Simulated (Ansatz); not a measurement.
```yaml
crystal:
  periodic: [true, true, true]
  atoms:
    - {symbol: C, position_ang: [0.913380, -2.514934, 0.196828]}
    - {symbol: C, position_ang: [1.955866, -1.359522, -0.295102]}
    - {symbol: C, position_ang: [1.299288, -0.181520, -0.487690]}
    - {symbol: C, position_ang: [-0.088758, -0.127830, 0.130423]}
    - {symbol: C, position_ang: [-0.436754, 1.318306, -0.224824]}
    - {symbol: C, position_ang: [-1.811368, 1.731693, 0.244907]}
    - {symbol: C, position_ang: [-2.486631, 0.763052, 0.955657]}
    - {symbol: C, position_ang: [-2.131260, -0.543244, 1.207407]}
    - {symbol: C, position_ang: [-0.976215, -1.058749, 0.608412]}
    - {symbol: C, position_ang: [-0.222984, -2.369459, 0.720777]}
    - {symbol: C, position_ang: [0.685284, 1.921679, -0.925289]}
    - {symbol: C, position_ang: [1.770886, 0.966276, -1.178746]}
    - {symbol: H, position_ang: [1.419075, -3.463938, 0.532677]}
    - {symbol: H, position_ang: [2.891406, -1.667255, -0.680925]}
    - {symbol: H, position_ang: [-2.169737, 2.666741, 0.058357]}
    - {symbol: H, position_ang: [-3.512083, 0.752191, 1.227023]}
    - {symbol: H, position_ang: [-2.629776, -1.347386, 1.688036]}
    - {symbol: H, position_ang: [-0.614485, -3.310771, 1.437789]}
    - {symbol: H, position_ang: [0.889380, 2.872086, -0.424297]}
    - {symbol: H, position_ang: [0.228595, 2.412906, -2.030334]}
    - {symbol: H, position_ang: [2.662930, 1.448519, -0.638442]}
    - {symbol: H, position_ang: [2.010808, 0.866502, -2.071959]}
basis:
  gaussian: {orbitals: def2-TZVP}
total_charge: -1
magnetization: {spin_polarized: true, initial_magnetization: 1}
hamiltonian: {xc: {name: B2PLYP}, pseudopotentials: {relativity: scalar}}
scf: {lower_state_search: full}
```

```sh
$ ansatz run in.yaml --threads 4 --pin off --events-out ev --progress --plain --max-ram 66560MiB --backend cuda --devices 0, --max-vram 37GiB
```

Task: How does Ansatz answer? (An estimate is asked.)

Result: The calculation gave: The program refused the input.
```
Error: YAML parse error: error: line 2 column 3: crystal: missing field `lattice` (a structure is typed as `lattice` and `atoms`, a molecule's as `atoms` in Å alone, or read from a run's directory, `checkpoint`)
 --> <input>:2:3
1 | crystal:
2 |   periodic: [true, true, true]
3 |   atoms:
4 |     - {symbol: C, position_ang: [0.913380, -2.514934, 0.196828]}
```
